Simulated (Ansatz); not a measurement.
Basis-set extrapolation for C₂H₆AlFO (PBE0-D4/def2-TZVP geometry, frozen core, Ansatz 0.2.0). Multiplicity 1, RHF reference.

```
                      def2-TZVPP   def2-QZVPP
                 HF  -495.540657  -495.559572
    MP2 correlation    -0.915762    -0.988069
CCSD(T) correlation    -0.985477      not run
```

Energies in hartree. Use E(X) = E(∞) + A·exp(−7.88·√X) for Hartree–Fock and E(X) = E(∞) + B·X^(−2.97) for correlation, with X = 3 and 4, and add CCSD(T) minus MP2 of the smaller set to the MP2 limit.

Question: What is the CCSD(T) energy at the basis-set limit?

Answer: HF limit: -495.559572 + (-0.018915) × 0.13774 = -495.56218. MP2 limit: -0.988069 + (-0.072307) × 0.74074 = -1.04163. Higher-order term: -0.985477 − (-0.915762) = -0.06972. Total: -496.67353 hartree, 387.0 kJ/mol below CCSD(T)/def2-TZVPP.
